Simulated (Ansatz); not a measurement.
One change: `CSC[CH2][AlH2]` becomes `[AlH2][CH2]CBr`.

Ansatz, PBE0-D4/def2-TZVP geometries, multiplicity 1. Each molecule was computed in one conformer, which needn't be the lowest.

Scalar relativity is left out up to krypton.

```csv
property,`CSC[CH2][AlH2]`
LUMO energy (ωB97M-V/def2-TZVPP) / eV,1.51
size of the dipole moment (B3LYP/def2-TZVPP) / D,3.45
LUMO energy (PBE/def2-TZVPP) / eV,-0.94
size of the dipole moment (PBE/def2-TZVPP) / D,3.49
HOMO energy (PBE0/def2-TZVPP) / eV,-7.14
HOMO energy (B3LYP/def2-TZVPP) / eV,-6.93
```

(1) Give the same properties after the change, and the shifts. (Estimate.)

Answers

(1) Ansatz gave: 
| property | `[AlH2][CH2]CBr` | shift |
| --- | --- | --- |
| LUMO energy (ωB97M-V/def2-TZVPP) / eV | -0.12 | -1.63 |
| size of the dipole moment (B3LYP/def2-TZVPP) / D | 2.04 | -1.41 |
| LUMO energy (PBE/def2-TZVPP) / eV | -2.48 | -1.54 |
| size of the dipole moment (PBE/def2-TZVPP) / D | 1.95 | -1.54 |
| HOMO energy (PBE0/def2-TZVPP) / eV | -7.57 | -0.43 |
| HOMO energy (B3LYP/def2-TZVPP) / eV | -7.32 | -0.39 |

With PBE0 the HOMO falls by 0.43 eV and the LUMO falls by 1.69 eV, so the gap narrows by about 1.26 eV. PBE moves the HOMO by -0.42 eV and ωB97M-V by -0.40 eV. Dipoles are sizes alone; their direction can turn.

B3LYP here is the variant with VWN-RPA as its local correlation; programs differ in this.

Spin–orbit coupling is left out; it splits and shifts lone-pair levels of the heavy atoms by tenths of an eV.
